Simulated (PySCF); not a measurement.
# Pb²⁺ (lead, charge +2) across methods

[Xe] 4f14 5d9 6s2 6p1, one real determinant (an excited configuration). All numbers are calculated (PySCF 2.14, scalar relativity by spin-free X2C-1e, in x2c-TZVPPall).

| method | E (hartree) | mean ε 6s α (eV) | mean ε 6s β (eV) | mean ε 6p α (eV) | Σ⟨r²⟩ (bohr²) | ⟨S²⟩ |
| --- | --- | --- | --- | --- | --- | --- |
| BP86 | -20886.78 | -30.534 | -29.564 | -19.860 | 50.13 | 2.001 |
| r2SCAN | -20884.37 | -30.753 | -29.469 | -20.059 | 50.11 | 2.002 |
| PBE0 | -20884.13 | -31.698 | -30.289 | -20.871 | 50.19 | 2.002 |
| B97-3 | -20883.82 | -31.567 | -30.212 | -20.698 | 50.13 | 2.001 |
| wB97X-V | -20884.37 | -34.135 | -32.767 | -23.018 | 50.21 | 2.002 |
| PBE | -20884.40 | -30.375 | -29.350 | -19.756 | 50.24 | 2.001 |
| LDA | -20871.83 | -30.722 | -29.828 | -19.874 | 50.14 | 2.000 |

Estimate the same row for UHF.

E (hartree) = -20878.38194; mean ε 6s α (eV) = -34.660; mean ε 6s β (eV) = -31.918; mean ε 6p α (eV) = -23.495; Σ⟨r²⟩ (bohr²) = 50.59; ⟨S²⟩ = 2.006.

⟨L²⟩ = 8.00 against 12 for a pure F term, so this real determinant mixes terms. Spin-orbit coupling, absent here, splits the open shell strongly.
